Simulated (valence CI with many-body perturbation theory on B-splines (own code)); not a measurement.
E1 line list for Cd³⁵⁺

Computed by configuration interaction combined with many-body perturbation theory (CI+MBPT): three valence electrons over a frozen Dirac-Fock core [Ne], a basis of 11 s, 11 p, 9 d, 7 f, 5 g, 2 h, 1 i functions for each j, with the one-electron correlation potential Σ1 (screened to all orders), the two-electron term Σ2, the three-electron term Σ3, Breit, model QED; selected single and double excitations, second order for the rest (own B-spline code, finite nucleus).

No measured spectrum was set against this ion. As an estimate, large intervals hold to a few tenths of a per cent, small ones and those within an open d or f shell to about a per cent.

Lines 201 to 250 of 274 in falling wavelength, among levels below 454.64 eV, chosen from the strongest by gf and those to the six lowest levels. Wavelengths and rates use the calculated energies. Electric multipoles are in the length gauge, E1 and E2 with the static RPA response of the core. Weak lines are less certain than strong ones. Lines between different terms over intervals too small for the method are left out, as are lines whose strength nearly cancels. The highest levels of a list are the least certain.

Levels are named by their leading jj configuration (3d3/2^4 stands for four electrons in 3d with j = 3/2), which in mixed levels can hold well under half, so a name can repeat and another be missing. Letters in brackets count levels of one name in rising energy.

| λ vac (nm) | Upper | Lower | A (s⁻¹) | log gf | Branch % |
| --- | --- | --- | --- | --- | --- |
| 6.868 | (3s 3p3/2 3d3/2) J=5/2 [a] | (3s 3p1/2 3p3/2) J=3/2 [a] | 6.03e+10 | -0.59 | 31.9 |
| 6.865 | (3s 3p3/2 3d3/2) J=1/2 [b] | (3s 3p1/2 3p3/2) J=1/2 | 1.04e+11 | -0.83 | 36.9 |
| 6.864 | (3s 3p3/2 3d3/2) J=3/2 [a] | (3s 3p1/2 3p3/2) J=3/2 [a] | 1.13e+11 | -0.50 | 73.7 |
| 6.852 | (3p3/2^2 3d3/2) J=3/2 | (3s 3p1/2 3d5/2) J=5/2 [a] | 2.69e+10 | -1.12 | 10.2 |
| 6.845 | (3s 3p3/2 3d3/2) J=1/2 [a] | (3s 3p1/2 3p3/2) J=3/2 [a] | 1.36e+11 | -0.72 | 96.5 |
| 6.842 | (3s 3p3/2 3d5/2) J=3/2 [a] | (3s 3p1/2 3p3/2) J=5/2 | 1.33e+09 | -2.43 | 1.8 |
| 6.813 | (3s 3d3/2 3d5/2) J=7/2 [b] | (3s 3p1/2 3d5/2) J=5/2 [b] | 2.64e+10 | -0.83 | 13.4 |
| 6.767 | (3s 3d3/2^2) J=5/2 | (3s 3p1/2 3d3/2) J=5/2 | 1.20e+11 | -0.31 | 42.9 |
| 6.754 | (3s 3d3/2 3d5/2) J=5/2 [b] | (3s 3p1/2 3d5/2) J=7/2 | 1.93e+10 | -1.10 | 7.2 |
| 6.731 | (3s 3p3/2 3d5/2) J=5/2 [a] | (3s 3p1/2 3p3/2) J=5/2 | 7.32e+09 | -1.53 | 6.2 |
| 6.675 | (3s 3d3/2^2) J=3/2 | (3s 3p1/2 3d3/2) J=3/2 [a] | 1.27e+11 | -0.47 | 44.7 |
| 6.643 | (3s 3d3/2 3d5/2) J=3/2 | (3s 3p1/2 3d5/2) J=5/2 [a] | 5.91e+10 | -0.81 | 22.6 |
| 6.595 | (3s 3p3/2 3d3/2) J=5/2 [b] | (3s 3p1/2 3p3/2) J=3/2 [b] | 9.51e+10 | -0.43 | 30.1 |
| 6.554 | (3s 3p3/2 3d3/2) J=1/2 [b] | (3s 3p1/2 3p3/2) J=3/2 [b] | 4.25e+08 | -3.26 | 0.2 |
| 6.515 | (3s 3p3/2 3d5/2) J=3/2 [a] | (3s 3p1/2 3p3/2) J=3/2 [a] | 3.76e+08 | -3.02 | 0.5 |
| 6.514 | (3s 3p3/2 3d3/2) J=3/2 [b] | (3s 3p1/2 3p3/2) J=5/2 | 5.56e+08 | -2.85 | 0.2 |
| 6.496 | (3s 3d3/2 3d5/2) J=7/2 [b] | (3s 3p1/2 3d5/2) J=5/2 [a] | 2.35e+10 | -0.92 | 12.0 |
| 6.443 | (3p1/2 3p3/2 3d5/2) J=5/2 [c] | (3p1/2^2 3p3/2) J=3/2 | 4.21e+10 | -0.80 | 18.0 |
| 6.414 | (3s 3p3/2 3d5/2) J=5/2 [a] | (3s 3p1/2 3p3/2) J=3/2 [a] | 1.26e+09 | -2.33 | 1.1 |
| 6.404 | (3s 3p3/2 3d5/2) J=7/2 [a] | (3s 3p1/2 3p3/2) J=5/2 | 3.94e+10 | -0.71 | 34.2 |
| 6.308 | (3s 3p3/2 3d5/2) J=1/2 | (3s 3p1/2 3p3/2) J=3/2 [b] | 1.02e+10 | -1.91 | 4.1 |
| 6.296 | (3s 3p3/2^2) J=1/2 | (3s^2 3p1/2) J=1/2 | 4.32e+09 | -2.29 | 3.2 |
| 6.217 | (3s 3p3/2 3d3/2) J=3/2 [b] | (3s 3p1/2 3p3/2) J=3/2 [a] | 9.00e+08 | -2.68 | 0.3 |
| 6.190 | (3p1/2 3p3/2^2) J=1/2 | (3s 3p1/2^2) J=1/2 | 2.38e+09 | -2.56 | 1.7 |
| 6.167 | (3s 3p3/2 3d5/2) J=3/2 [b] | (3s 3p1/2 3p3/2) J=3/2 [b] | 2.88e+07 | -4.18 | 0.0 |
| 6.156 | (3s 3p3/2 3d3/2) J=5/2 [b] | (3s 3p1/2 3p3/2) J=5/2 | 1.77e+09 | -2.22 | 0.6 |
| 6.141 | (3s 3p3/2^2) J=3/2 | (3s^2 3p1/2) J=1/2 | 3.30e+09 | -2.13 | 1.3 |
| 6.124 | (3s 3p3/2 3d5/2) J=5/2 [b] | (3s 3p1/2 3p3/2) J=3/2 [b] | 1.71e+09 | -2.24 | 0.6 |
| 6.091 | (3s 3p3/2 3d5/2) J=7/2 [b] | (3s 3p1/2 3p3/2) J=5/2 | 4.47e+09 | -1.70 | 2.4 |
| 6.013 | (3p1/2 3p3/2^2) J=3/2 [b] | (3s 3p1/2^2) J=1/2 | 2.26e+10 | -1.31 | 9.1 |
| 5.901 | (3p3/2^3) J=3/2 | (3s 3p1/2 3p3/2) J=3/2 [b] | 3.78e+09 | -2.10 | 1.0 |
| 5.890 | (3s 3p3/2 3d3/2) J=5/2 [b] | (3s 3p1/2 3p3/2) J=3/2 [a] | 7.68e+07 | -3.62 | 0.0 |
| 5.857 | (3s 3p3/2 3d3/2) J=1/2 [b] | (3s 3p1/2 3p3/2) J=3/2 [a] | 3.87e+07 | -4.40 | 0.0 |
| 5.781 | (3s 3p3/2 3d5/2) J=3/2 [b] | (3s 3p1/2 3p3/2) J=5/2 | 2.27e+09 | -2.34 | 0.9 |
| 5.773 | (3s 3p3/2 3d3/2) J=3/2 [a] | (3s 3p1/2^2) J=1/2 | 2.29e+09 | -2.34 | 1.5 |
| 5.760 | (3s 3p3/2 3d3/2) J=1/2 [a] | (3s 3p1/2^2) J=1/2 | 2.06e+08 | -3.69 | 0.1 |
| 5.744 | (3s 3p3/2 3d5/2) J=5/2 [b] | (3s 3p1/2 3p3/2) J=5/2 | 4.10e+09 | -1.91 | 1.3 |
| 5.660 | (3s 3p3/2 3d5/2) J=1/2 | (3s 3p1/2 3p3/2) J=3/2 [a] | 4.43e+08 | -3.37 | 0.2 |
| 5.547 | (3p3/2^3) J=3/2 | (3s 3p1/2 3p3/2) J=5/2 | 1.33e+09 | -2.61 | 0.3 |
| 5.546 | (3s 3p3/2 3d5/2) J=3/2 [b] | (3s 3p1/2 3p3/2) J=3/2 [a] | 7.20e+08 | -2.88 | 0.3 |
| 5.524 | (3s 3p3/2 3d5/2) J=3/2 [a] | (3s 3p1/2^2) J=1/2 | 1.73e+09 | -2.50 | 2.4 |
| 5.512 | (3s 3p3/2 3d5/2) J=5/2 [b] | (3s 3p1/2 3p3/2) J=3/2 [a] | 2.32e+09 | -2.20 | 0.8 |
| 5.330 | (3p3/2^3) J=3/2 | (3s 3p1/2 3p3/2) J=3/2 [a] | 4.27e+08 | -3.14 | 0.1 |
| 5.309 | (3s 3p3/2 3d3/2) J=3/2 [b] | (3s 3p1/2^2) J=1/2 | 5.87e+08 | -3.00 | 0.2 |
| 5.044 | (3s 3p3/2 3d3/2) J=1/2 [b] | (3s 3p1/2^2) J=1/2 | 7.93e+08 | -3.22 | 0.3 |
| 4.897 | (3s 3p3/2 3d5/2) J=1/2 | (3s 3p1/2^2) J=1/2 | 1.64e+09 | -2.93 | 0.7 |
| 4.811 | (3s 3p3/2 3d5/2) J=3/2 [b] | (3s 3p1/2^2) J=1/2 | 4.01e+08 | -3.25 | 0.2 |
| 4.648 | (3p3/2^3) J=3/2 | (3s 3p1/2^2) J=1/2 | 1.74e+08 | -3.65 | 0.0 |
| 4.115 | (3p1/2^2 3d3/2) J=3/2 | (3s^2 3p3/2) J=3/2 | 2.05e+07 | -4.68 | 0.0 |
| 3.918 | (3p1/2^2 3d5/2) J=5/2 | (3s^2 3p3/2) J=3/2 | 9.99e+06 | -4.86 | 0.0 |

Q: How does gf follow from A for the line at 6.767 nm?

A: gf = 1.4992 × (2J+1)_upper × A / σ², with σ = 1477820 cm⁻¹ and 2J+1 = 6: gf = 0.495.
